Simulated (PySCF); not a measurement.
Ionisation energy of F⁴⁺ by level of theory

F⁴⁺ [He] 2s2 2p1 (2P) → F⁵⁺ [He] 2s2 (1S), as a difference of total energies. Computed with PySCF 2.14 in an uncontracted even-tempered set (17 s from 0.12 bohr⁻², ratio 2.5; 11 p from 0.16 bohr⁻², ratio 2.5; 6 d from 1.6 bohr⁻², ratio 2.7; 5 f from 2.3 bohr⁻², ratio 2.7), with the non-relativistic Hamiltonian (point nucleus). Correlated levels: nothing frozen; virtual orbitals above 40 to 60 times the deepest correlated orbital energy dropped. The calculations carry no spin-orbit coupling.

```json
{"method": "UHF", "ionisation energy (eV)": "114.22"}
{"method": "LDA", "ionisation energy (eV)": "114.66"}
{"method": "PBE", "ionisation energy (eV)": "115.01"}
{"method": "PBE0", "ionisation energy (eV)": "114.99"}
{"method": "r2SCAN", "ionisation energy (eV)": "115.31"}
{"method": "r2SCANh", "ionisation energy (eV)": "115.28"}
{"method": "PW91", "ionisation energy (eV)": "115.21"}
{"method": "MP2 (all electrons)", "ionisation energy (eV)": "114.49"}
{"method": "SCS-MP2 (all electrons)", "ionisation energy (eV)": "114.39"}
```

A first-order spin-orbit estimate (lowest level to lowest level, LS coupling) adds 0.062 eV.

Problem. Which method comes closest to the reference value, and which is furthest?

Solution. The reference is 114.25 eV (semi-empirical (NIST evaluation); NIST Atomic Spectra Database, ionization energies). Closest: UHF (error 0.040 eV); furthest: r2SCAN (error 1.120 eV), both after the spin-orbit estimate.
